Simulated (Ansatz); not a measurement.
Question: Name a neutral molecule of C, N, S, Si and H with LUMO energy (PBE0/def2-TZVPP) between -1.65 and -1.35 eV and zero-point energy (PBE0-D4/def2-TZVP) between 152 and 168 kJ/mol (Ansatz, PBE0-D4/def2-TZVP geometry).

Answer: `NC([SiH3])=S` (-1.46 eV, 155.3 kJ/mol). Other molecules can fit too; these were computed, each in one conformer that needn't be the lowest.
